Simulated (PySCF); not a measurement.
Compound: (LiF)3 ring, Li3F3.
Structure used (PBE0-D3(BJ)/def2-SVP), in Å, numbered top down from 1:
```
atom  x, y, z in Å
Li1    1.3704    0.8507    0.1085
F2     0.0639    1.4487    0.9883
Li3   -1.3054    0.4818    0.7995
F4    -1.4854   -0.9233   -0.1158
Li5   -0.0586   -1.3366   -0.9113
F6     1.4151   -0.5213   -0.8693
```

Computed with PBE0-D3(BJ)/def2-SVP geometry optimisation, gas phase (PySCF 2.14.0).

**Question.** Which atoms are bound to Li1, and at what distances?

**Answer.** 2 atoms: F2 1.685 Å, F6 1.685 Å. The nearest atom not counted as bound is Li3, at 2.79 Å.

**Question.** What is the shape at Li1?

**Answer.** Bent: angle 127.8°.

**Question.** Give some angles away from the centre.

**Answer.** Li1–F2–Li3 111.6°, F2–Li3–F4 128.7°, Li1–F6–Li5 112.7°.

Charge 0, singlet. Whether it is a minimum is left open (no frequencies).

The run took 12 s wall on one thread of an x86-64 server, no GPU, on a shared host. These figures are those of the optimisation.

One conformer stands for the species.
